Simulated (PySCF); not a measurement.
# Orbital picture of SnF⁺

LDA at R = 1.907 Å; PySCF, spin-free X2C with a Gaussian nucleus, basis sets Sn x2c-SVPall, F x2c-SVPall. State: ¹Σ⁺ (singlet), closed shell. Only the outer orbitals are listed, counted within each symmetry.

```csv
orbital,occ.,ε (eV),on Sn (%),main shells (%)
11σ,2,-32.81,42,"57 F s, 39 Sn d"
12σ,2,-19.13,68,"67 Sn s, 28 F p"
6π,2,-15.70,9,90 F p
6π,2,-15.70,9,90 F p
13σ,2,-15.37,46,"54 F p, 29 Sn s, 16 Sn p"
7π,0,-10.43,93,93 Sn p
7π,0,-10.43,93,93 Sn p
14σ,0,-7.62,92,"82 Sn p, 9 F p"
```

**Question.** Which are the highest filled and the lowest empty level, where do they sit, and how wide is the gap?

**Answer.** Highest filled 13σ at -15.37 eV (in %: 54 F p, 29 Sn s, 16 Sn p); lowest empty 7π at -10.43 eV (in %: 93 Sn p); the gap at LDA is 4.94 eV.

| Property | Result |
| --- | --- |
| bond order (Mayer) | 1.24 |
| ⟨S²⟩ | 0.000 |
| charge on Sn (Mulliken, basis-dependent) | 1.26 |
| charge on Sn (Löwdin, basis-dependent) | 1.14 |
| dipole moment (positive dipole points towards F; it is taken about the centre of mass and depends on that origin) | -3.05 D |
| polarisability along the bond | 28.0 bohr³ |
| polarisability across the bond | 20.4 bohr³ |

Spin–orbit coupling is left out.
